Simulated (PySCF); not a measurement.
**Correlation energy of P (phosphorus, neutral)**

[Ne] 3s1 3p4, high-spin 4P determinant (an excited configuration). All numbers are calculated (PySCF 2.14, scalar relativity by spin-free X2C-1e, in x2c-TZVPPall with one added diffuse shell each of s, p, d type (6s6p4d1f, 51 functions)). Frozen: [Ne]; 5 electrons correlated.

```json
{"level": "CCSD", "correlation energy (mhartree)": "-114.25"}
{"level": "(T)", "correlation energy (mhartree)": "-10.10"}
{"level": "CCSD(T)", "correlation energy (mhartree)": "-124.35"}
```

Diagnostics: T1 = 0.039, D1 = 0.1158, largest double amplitude 0.231.

Question: Is a single reference adequate?

Answer: Not fully. T1 exceeds 0.03, a sign that the reference determinant is poor. A double-excitation amplitude exceeds 0.15, a sign of near-degeneracy.
